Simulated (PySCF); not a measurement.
**Ionisation energy of Cr(2+) by level of theory**

Cr(2+) [Ar] 3d4 (5D) → Cr(3+) [Ar] 3d3 (4F), as a difference of total energies. All numbers are calculated (PySCF 2.14, the spin-free X2C one-electron Hamiltonian (Gaussian nucleus), in cc-pVDZ-DK (6s5p3d1f, 43 functions)). Correlated levels: valence: [Ar] frozen. The calculations carry no spin-orbit coupling.

```json
{"method": "UHF", "ionisation energy (eV)": "29.925", "difference from reference (eV)": "-1.034"}
{"method": "BP86", "ionisation energy (eV)": "31.728", "difference from reference (eV)": "+0.769"}
{"method": "PBE", "ionisation energy (eV)": "31.764", "difference from reference (eV)": "+0.805"}
{"method": "MP2 (valence)", "ionisation energy (eV)": "30.491", "difference from reference (eV)": "-0.468"}
{"method": "SCS-MP2 (valence)", "ionisation energy (eV)": "30.114", "difference from reference (eV)": "-0.845"}
```

Reference: 30.959 ± 0.025 eV (measured; NIST Atomic Spectra Database, ionization energies).

The reference lies between the lowest fine-structure levels, while these numbers refer to the centres of the terms.

Errors of the correlated levels include the incompleteness of this basis and the frozen core.
